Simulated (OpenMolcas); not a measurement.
**W5+: moving or changing the point charges**

W5+ among 6 point charges of -1.7 e arranged as an octahedron (Oh), 1.99 Å from the ion.

```yaml
Program: OpenMolcas
Method: CASSCF
Basis: ANO-RCC-VDZP [7s6p4d2f1g]
Scalar_Hamiltonian: DKH2, point nucleus
Active_space: 1 electron in 5 orbitals (5d)
State_averaging: 2S+1 = 2 even, 5 roots
Spin-orbit_coupling: RASSI with atomic mean-field integrals over the reference wave functions
```

Runs around this geometry, states (labels of O, the rotations of Oh). Energies in cm-1 above the lowest state or level, χT in cm3 K/mol; under a threefold ground state the first gap can be a small split of the lowest multiplet, not the spin-orbit step; 10Dq is the gap between the two states.

```csv
R (Å),q (e),Ground state,First state of that spin,10Dq,First gap with spin-orbit (degeneracies),χT at 300 K
1.99,-1.1,2T2,2E 7525,7525,"7971 (4, 2)",0.212
1.89,-1.7,2T2,2E 14921,14921,"6866 (4, 2)",0.125
1.99,-1.7,2T2,2E 11679,11679,"7290 (4, 2)",0.156
```

Taking |10Dq| as R^-n, n = -ln(11679 / 14921) / ln(1.99 / 1.89) = 4.8 between the shortest and longest distance. The point-charge formula for a cubic d site gives n = 5.

Scaling the charges by -1.1 / -1.7 = 0.65 scales |10Dq| by 7525 / 11679 = 0.64; with fixed orbitals a first-order splitting would follow the charge.

An orbital triplet at a regular site is open to Jahn-Teller coupling, which can distort the site and quench the lowest spin-orbit gaps and is left out. This field is weak: 10Dq is about 7525 cm-1, while octahedral complexes of 5d ions of charge 3 and more, computed by the same method with explicit ligands, had a median near 35000 cm-1. Ground spin and moment need not be those of a real site (figures for R = 1.99, q = -1.1; the like holds for R = 1.89, q = -1.7, R = 1.99, q = -1.7). Point charges carry no covalency, so the field is a model and not that of real ligands. No measured value stands beside these numbers.
